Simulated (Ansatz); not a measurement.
H₄HfO₄, charge +1, doublet, at the geometry of the source list (the multiplicity is a formal guess) (core potentials on Hf); PBE0/def2-SVP (Ansatz, a program for electronic structure).

Ansatz was given this input:
Ansatz 0.2 input:
```yaml
crystal:
  periodic: [false, false, false]
  atoms:
    - {symbol: Hf, position_ang: [0.03150000, -0.21370000, -0.03530000]}
    - {symbol: O, position_ang: [1.54540000, -0.43880000, -1.10870000]}
    - {symbol: H, position_ang: [2.14800000, 0.31340000, -1.13200000]}
    - {symbol: O, position_ang: [0.44270000, 0.01220000, 1.77320000]}
    - {symbol: H, position_ang: [0.34870000, 0.93750000, 2.02920000]}
    - {symbol: O, position_ang: [-0.61720000, 1.44510000, -0.60730000]}
    - {symbol: H, position_ang: [-1.08080000, 1.38450000, -1.45360000]}
    - {symbol: O, position_ang: [-1.31010000, -1.51260000, -0.15670000]}
    - {symbol: H, position_ang: [-1.50840000, -1.92750000, 0.69120000]}
basis:
  gaussian:
    orbitals: def2-SVP
hamiltonian:
  xc: pbe0
total_charge: 1
magnetization: {spin_polarized: true, initial_magnetization: 1}
```

What the program printed (banner, timings and long lists left out):

```
Functional definition: PBE0
1048 factors; integrals over basis functions are off by at most 9.1e-4 eV
mean field evaluation 1: about -9518.2395 eV, gradient 7.8e1 eV
mean field evaluation 2: about -9469.2729 eV, gradient 1.4e2 eV
mean field evaluation 4: about -9537.4371 eV, gradient 2.1e1 eV
mean field evaluation 8: about -9539.3663 eV, gradient 1.3e0 eV
mean field evaluation 16: about -9539.3755 eV, gradient 6.4e-2 eV
mean field evaluation 32: about -9539.3870 eV, gradient 7.7e-4 eV
mean field evaluation 64: about -9539.0245 eV, gradient 3.0e0 eV
mean field -9539.38699853 eV, -350.5660061674 hartree, gradient 9.6e-6 eV, S^2 0.763467; 7 other end points of the search recorded, 0 dependent functions left out
reference -9539.38706233 eV, -350.5660085118 hartree; 24, 23 occupied and 84, 85 virtual orbitals, 1048 factors
Total energy: -9539.38706233 eV, -350.5660085118 hartree
```
